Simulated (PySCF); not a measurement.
Computational details: shieldings: GIAO PBE0/pcSseg-1, geometry: PBE0-D3(BJ)/def2-SVP, in PySCF 2.14.0 with density-fitted response routines (no solvent model, single conformer, fast rotation and ring inversion assumed for equivalent nuclei, non-relativistic).

References, each an isolated molecule treated in the same way: TMS for ¹H (σ = 31.27 ppm), ¹³C (σ = 184.41 ppm). Carbons bonded to boron are broad in practice. Shifts are as computed. Against solution values, carbons near 30 ppm lie about +2 ppm off and those near 130 ppm about +5 ppm. Of 1313 compounds with measured shifts, 239 miss one by over three times the rms of a fit or turn the order of signals round; such compounds aren't used in these exercises.

Q: Order these molecules by the shift of their most deshielded carbon, lowest δ first.
A. Cc1nnc(C=O)c(C)n1
B. C/C=C/CCC
C. FB(F)[SiH2]C(F)F
D. CO[SiH2][SiH3]

A: D (56.6 ppm, methyl carbon bonded to O), C (123.0 ppm, sp3 CH bonded to 2 F and Si), B (140.0 ppm, alkene CH), A (201.5 ppm, aldehyde carbonyl carbon).

Q: Order these molecules by the shift of their most shielded carbon, lowest δ first.
A. Cc1nnc(C=O)c(C)n1
B. CO[SiH2][SiH3]
C. FB(F)[SiH2]C(F)F
D. C/C=C/CCC

A: D (14.3 ppm, methyl carbon), A (26.3 ppm, methyl carbon on an aromatic ring), B (56.6 ppm, methyl carbon bonded to O), C (123.0 ppm, sp3 CH bonded to 2 F and Si).

Q: How many ¹³C and ¹H signals does each give (equivalence by symmetry and fast rotation, but not about amide C–N or C=N bonds)? `CO[SiH2][SiH3]`, `Cc1nnc(C=O)c(C)n1`, `C/C=C/CCC`, `FB(F)[SiH2]C(F)F`

A: CO[SiH2][SiH3]: 1 C, 3 H; Cc1nnc(C=O)c(C)n1: 6 C, 3 H; C/C=C/CCC: 6 C, 6 H; FB(F)[SiH2]C(F)F: 1 C, 2 H.
